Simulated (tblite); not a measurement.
H₂B₃Cl₃N₃ (SMILES ClB1[N]B(Cl)NB(Cl)N1), doublet, geometry from GFN2-xTB; IPEA1-xTB (tblite).

Input for tblite:
```
$ tblite run mol.xyz --method ipea1 --charge 0 --spin 1 --json tblite.json --no-restart

# file mol.xyz
11

Cl     3.07597470    -0.77040127    -0.22727612
B      1.43084333    -0.29369213    -0.10388484
N      0.96159972     0.99837247    -0.03585883
B     -0.34415575     1.42193598     0.06336139
Cl    -0.87855374     3.05185431     0.14533252
N     -1.33340479     0.36585973     0.09942782
B     -0.95919836    -0.99587928     0.03576928
Cl    -2.15816795    -2.24069894     0.08047982
N      0.41266650    -1.32180818    -0.06509275
H     -2.30512899     0.63343657     0.17191337
H      0.71435169    -2.28504715    -0.11259200
```

It wrote (shortened):

```
xTB calculator
 | screened Coulomb repulsion
 | Coulomb electrostatics
 |  * isotropic Klopman-Ohno-Mataga-Nishimoto electrostatics
 |  * onsite third-order electrostatics
 | DFT-D3(BJ) dispersion correction

halogen bonding energy    0.0000000000000E+00 Eh
repulsion energy          3.3203622234701E-01 Eh
dispersion energy        -6.5273779938225E-03 Eh
number of electrons       4.7000000000000E+01 e
integral cutoff           4.0000000000000E+01 bohr

------------------------------------------------------------
  cycle        total energy    energy error   density error
------------------------------------------------------------
      1     -29.86814974885  -3.0193659E+01   7.0346523E-01
      2     -30.37060928696  -5.0245954E-01   4.3619348E-01
      3     -30.54372461266  -1.7311533E-01   2.8062169E-01
      4     -30.63993281200  -9.6208199E-02   1.2399419E-01
      5     -30.70808335136  -6.8150539E-02   3.3471301E-02
      6     -30.71060803139  -2.5246800E-03   2.2184988E-02
      7     -30.71211850284  -1.5104715E-03   6.2630114E-03
      8     -30.71219384789  -7.5345057E-05   1.9701571E-03
      9     -30.71221202968  -1.8181784E-05   4.3344804E-04
     10     -30.71221224100  -2.1132129E-07   1.4642765E-04
     11     -30.71221231397  -7.2971524E-08   2.4506640E-05
     12     -30.71221231605  -2.0812791E-09   7.2828468E-06
------------------------------------------------------------

electronic energy        -3.1037721160405E+01 Eh
total energy             -3.0712212316052E+01 Eh

Post processing:
 | Mayer-Wiberg bond orders

[Info] JSON dump of results written to 'tblite.json'
```
